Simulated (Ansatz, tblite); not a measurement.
Cost and result up the ladder for `C=CCCCCCCCCC[S][Ag]` (34 atoms). Total charge 0; singlet. Geometry: PBE-D4/def2-SVP.

Ansatz on 6 threads of Arm Neoverse N1 on a shared host; xTB runs through tblite on one thread. Times are rough, summed over both states, and most runs start from the orbitals of an earlier one. No level here is sound enough to serve as a yardstick. The other state is a doublet.

In the def2 sets Ag takes a core potential; there is no spin–orbit coupling. The xTB rows come from tblite. HOMO above LUMO, or a gap near zero within one spin, warns that the state may not be the lowest or that an electron is smeared out.

Raw xTB energies of ions are shifted by several eV.

```tsv
level	functions	vertical IE (eV)	remarks
GFN1-xTB	104	12.88	–
GFN2-xTB	83	11.98	–
PBE0-D4/def2-SVP	308	7.58	restricted SCF unstable in HF (singlet)
PBE-D4/def2-SVP	308	7.26	gap within one spin near zero (+1 doublet), restricted SCF unstable in HF (singlet)
```

Q: Estimate how long each takes.

A: GFN2-xTB 0.1 s; GFN1-xTB 0.21 s; PBE-D4/def2-SVP 27 s; PBE0-D4/def2-SVP 57 s. On shared hardware such times vary by a factor of up to 3.
